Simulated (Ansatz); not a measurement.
Species: C$_{6}$H$_{7}$, net charge 0, doublet state. It need not be the lowest isomer of its formula. SMILES: C1(C)[CH]C=CC=1
Structure (B3LYP-D3(BJ)/def2-TZVP (Ansatz, an electronic-structure program) minimum search):
```
C
C 1 1.4171
C 2 1.3781 1 107.81
H 2 1.0787 3 126.87 1 180.00
H 3 1.0799 2 126.57 4 0.00
C 1 1.4560 2 107.90 4 -180.00
C 6 1.3583 1 107.93 2 0.00
H 7 1.0792 6 127.05 1 179.99
H 6 1.0793 7 127.22 8 0.00
C 1 1.4828 2 126.96 4 0.09
H 10 1.0894 1 111.88 2 -0.72
H 10 1.0950 11 108.46 1 122.56
H 10 1.0952 11 108.40 12 114.96
```
Charge 0, spin multiplicity 2.

Parts of the frozen-core correlation energy in cc-pVTZ (Ansatz, hartree). Frozen orbitals: 6; correlated occupied orbitals by spin: 16 and 15; virtual: 256 and 257. UHF or UKS for open shells. No spin-orbit coupling. Non-relativistic.

```
term                            value
-------------------------  ----------
reference (HF)             -231.31130
MP2 opposite-spin                   …
MP2 same-spin                       …
CCSD correlation             -0.98046
(T)                                 …
T1 diagnostic                   0.026
largest doubles amplitude       0.045
<S^2> of the reference          0.939
```

**Question.** What belongs in the gaps?

**Answer.** 
- MP2 opposite-spin, value: -0.70371
- MP2 same-spin, value: -0.22606
- (T), value: -0.04810
